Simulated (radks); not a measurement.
The numbers below are computed, except where a source is named.
Q: Ionisation of neutral platinum, [Xe] 4f14 5d9 6s1, to Pt+, [Xe] 4f14 5d9, under several functionals. Dirac Kohn-Sham, spin-unpolarised, spherical densities, finite nucleus; open shells fill j = l - 1/2 first; a radial shooting solver on a logarithmic mesh with Libxc functionals. The NIST Atomic Spectra Database gives 8.959 eV (measured). Rank these functionals by the error of their Delta-SCF ionisation energy: OLYP; PW91; B86b exchange with PBE correlation; Wu-Cohen GGA; PBE; exchange-only PBE; BP86.

A: From best to worst: OLYP 8.837 eV (-0.122); PBE 9.187 eV (+0.228); B86b exchange with PBE correlation 9.211 eV (+0.252); Wu-Cohen GGA 9.223 eV (+0.264); PW91 9.264 eV (+0.305); BP86 9.362 eV (+0.404); exchange-only PBE 8.539 eV (-0.420). Spin polarisation and multiplet splitting are left out, so open shells lie too high by an amount that depends on their filling.

Beside tabulated values, note that spin-unpolarised runs miss the spin-polarisation part of the exchange energy of open shells.
